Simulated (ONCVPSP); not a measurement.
# Co, ONCV: configuration errors across variants

ONCVPSP 4.0.1 input, shortened (lines: element, Z, core and valence counts, functional; n l f; lmax; l rc ep ncon nbas qcut; lloc lpopt rc5 dvloc0; l nproj debl; icmod fcfact rcfact), PBE, scalar-relativistic:

```
  Co 27.00    3    5        4      upf
    1    0    2.00
    2    0    2.00
    2    1    6.00
    3    0    2.00
    3    1    6.00
    3    2    7.00
    4    0    1.50
    4    1    0.50
    2
    0    1.40    0.00    3    7    8.80
    1    1.65    0.00    5    8    6.60
    2    1.40    0.00    4    9   12.60
    4    5    0.90    1.00
    0    2    3.70
    1    2    2.00
    2    2    1.50
    2    0.75    0.65
```

All-electron excitation energies from the reference (eV): (1) 3s2 3p6 3d7 4s2 4p0 -2.135; (2) 3s2 3p6 3d7 4s1 4p0 6.895; (3) 3s2 3p6 3d7 4s0 4p0 23.681; (4) 3s2 3p6 3d8 4s0 4p0 4.336.

Errors AE − PS in meV (a dash: test not solved or not reliable):

```tsv
change	(1)	(2)	(3)	(4)	bound ghosts	GHOST(+) flags above zero
base	+0.2	-0.2	0.0	+13	none	p
d: qcut 8.2	+0.2	+0.2	+2.6	+43	none	p
d: qcut 9.1	+0.2	+0.1	+1.7	+33	none	p
d: qcut 13.2	+0.2	-0.3	-0.2	+11	none	p
d: qcut 14.8	+0.2	-0.3	-0.6	+6.8	none	p
d: qcut 16.6	+0.2	-0.4	-0.8	+5.1	none	p
d: qcut 19	0.0	-1.7	-10	-53	none	p
```

(1) Give the same row for: d: qcut 11.4.

Answers

(1) +0.2, -0.2, +0.4, +17; bound ghosts: none; GHOST(+) flags above zero: p.
